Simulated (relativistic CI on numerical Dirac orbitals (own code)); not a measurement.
# Sensitivity of the levels of Pr¹⁴⁺ to α and to the nuclear radius

Method of calculation: Dirac-Coulomb-Breit CI, separate exchange-only KLI orbitals for each configuration, derivatives by finite differences, unscaled Slater integrals, QED left out (own radial code, finite nucleus).

Configurations in the expansion (outside the closed core [Ar] 3d10): 4s2 4p6 4d9, 4s2 4p5 4d10, 4s2 4p6 4d8 4f, 4s 4p6 4d10, 4s2 4p6 4d8 5s, 4s2 4p5 4d9 4f, 4s2 4p6 4d8 5p, 4s2 4p6 4d7 5s2. Levels of other configurations are missing.

With x = (α/α₀)² − 1 an excitation energy changes as ω = ω₀ + qx; K = 2q/ω₀ is the relative enhancement. Terms are leading LS components, so labels can repeat. The field-shift factor is F = δν/δ⟨r²⟩ for the transition from the lowest level.

Lowest level 4s2 4p6 4d9 2D_5/2.

```
                  Level  ω₀ (cm⁻¹)  q (cm⁻¹)  F (GHz/fm²)
     4s2 4p6 4d9 2D_3/2      31998     31880        0.452
   4s2 4p5 4d10 2P°_3/2     848943     37320         4.76
 4s2 4p6 4d8 4f 4F°_7/2     917671     -1708         6.52
 4s2 4p6 4d8 4f 4F°_5/2     918472     -4043         6.48
 4s2 4p6 4d8 4f 4F°_9/2     922161      3790         6.63
 4s2 4p6 4d8 4f 4D°_3/2     926152     -1619         6.54
 4s2 4p6 4d8 4f 2P°_1/2     928349     24780         5.32
 4s2 4p6 4d8 4f 4D°_5/2     931482       434         6.61
4s2 4p6 4d8 4f 4I°_15/2     935638     -3540         6.63
 4s2 4p6 4d8 4f 4D°_7/2     935803      5927         6.72
 4s2 4p6 4d8 4f 4F°_3/2     938781     15260         6.78
4s2 4p6 4d8 4f 4I°_13/2     939011     -3897          6.6
4s2 4p6 4d8 4f 4H°_11/2     943484     -3548         6.62
```

At this charge energies of transitions that change n are usually good to better than 1 %, and those within a shell (Δn = 0) to a few per cent. Levels and lines within the n = 5 or 6 shells can be off by up to 10 % or somewhat more, and those that change n by about 2 %, since core polarisation is missing.

Task: Which transition from the lowest level has the largest |K|?

Result: 4s2 4p6 4d9 2D_3/2 at 31998 cm⁻¹, K = 1.99.
